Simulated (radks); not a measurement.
Q: All-electron atom: the platinum ion Pt2+ in [Kr] 4d10 4f14 5s1 5p6 5d9 (not the ground configuration). Calculated with a radial shooting solver on a logarithmic mesh with Libxc functionals: Dirac Kohn-Sham, PBE, spin-unpolarised, spherical densities, finite nucleus; open shells fill j = l - 1/2 first; Fermi nuclear charge, rms radius 5.427 fm. Some entries of the table are withheld. Estimate them.

| orbital | occ. | eigenvalue (hartree) | <r^2> (bohr^2) | <r> (bohr) |
|---|---|---|---|---|
| 1s1/2 | 2 | -2877.423 | 0.0004063 | (1) |
| 2s1/2 | 2 | -505.8919 | 0.006146 | (2) |
| 2p1/2 | 2 | -485.0478 | 0.004356 | 0.05906 |
| 2p3/2 | 4 | -421.5107 | 0.005546 | 0.06749 |
| 3s1/2 | 2 | -119.5286 | 0.03995 | 0.1866 |
| 3p1/2 | 2 | -110.1387 | 0.03647 | 0.1768 |
| 3p3/2 | 4 | -96.17210 | 0.04292 | 0.1923 |
| 3d3/2 | 4 | -80.48436 | 0.03298 | 0.1676 |
| 3d5/2 | 6 | -77.47379 | 0.03474 | 0.1723 |
| 4s1/2 | 2 | -26.41088 | 0.1946 | 0.4150 |
| 4p1/2 | 2 | -22.42045 | (3) | 0.4178 |
| 4p3/2 | 4 | -19.09407 | (4) | 0.4516 |
| 4d3/2 | 4 | -12.54525 | 0.2464 | 0.4615 |
| 4d5/2 | 6 | -11.92624 | 0.2583 | 0.4726 |
| 5s1/2 | 1 | -4.59636 | 1.008 | 0.9479 |
| 4f5/2 | 6 | -3.55855 | 0.3171 | 0.5107 |
| 4f7/2 | 8 | -3.43110 | 0.3262 | 0.5178 |
| 5p1/2 | 2 | -3.31218 | 1.187 | 1.025 |
| 5p3/2 | 4 | -2.74895 | 1.419 | 1.120 |
| 5d3/2 | 4 | -1.03018 | 2.605 | (5) |
| 5d5/2 | 5 | -0.97160 | 2.793 | (6) |

A: 
(1) 1s1/2 <r> (bohr): 0.01715
(2) 2s1/2 <r> (bohr): 0.07170
(3) 4p1/2 <r^2> (bohr^2): 0.1989
(4) 4p3/2 <r^2> (bohr^2): 0.2320
(5) 5d3/2 <r> (bohr): 1.493
(6) 5d5/2 <r> (bohr): 1.546
